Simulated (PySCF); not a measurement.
**Working with the constants of AlTl⁺**

UHF-CCSD(T) constants of AlTl⁺, ²Σ⁺ (doublet), unpaired electrons σ ↑ (PySCF, scalar-relativistic core potentials, basis sets Al cc-pV(D+d)Z, Tl cc-pVDZ-PP with ECP60; masses 26.9815 and 204.9744 u):

| Property | Result |
| --- | --- |
| ωe | 111.5 cm⁻¹ |
| ωexe | 0.477 cm⁻¹ |
| Be | 0.05866 cm⁻¹ |
| αe | 0.000381 cm⁻¹ |
| D (centrifugal) | 6.49e-08 cm⁻¹ |

Q: Give the vibrational terms G(v) and spacings up to v = 6.

A: G(v) = ωe(v+½) − ωexe(v+½)².

```json
{"v": "0", "G(v) (cm⁻¹)": "55.6", "G(v) − G(v−1)": "", "Bv (cm⁻¹)": "0.05847"}
{"v": "1", "G(v) (cm⁻¹)": "166.2", "G(v) − G(v−1)": "110.5", "Bv (cm⁻¹)": "0.05809"}
{"v": "2", "G(v) (cm⁻¹)": "275.8", "G(v) − G(v−1)": "109.6", "Bv (cm⁻¹)": "0.05771"}
{"v": "3", "G(v) (cm⁻¹)": "384.4", "G(v) − G(v−1)": "108.6", "Bv (cm⁻¹)": "0.05733"}
{"v": "4", "G(v) (cm⁻¹)": "492.1", "G(v) − G(v−1)": "107.7", "Bv (cm⁻¹)": "0.05695"}
{"v": "5", "G(v) (cm⁻¹)": "598.8", "G(v) − G(v−1)": "106.7", "Bv (cm⁻¹)": "0.05656"}
{"v": "6", "G(v) (cm⁻¹)": "704.6", "G(v) − G(v−1)": "105.8", "Bv (cm⁻¹)": "0.05618"}
```

Correlated steps freeze 9 core orbitals. These are scalar-relativistic numbers at best; spin–orbit coupling would shift them, the dissociation energy most. The state was picked by a PBE0 search and need not be the measured ground state.
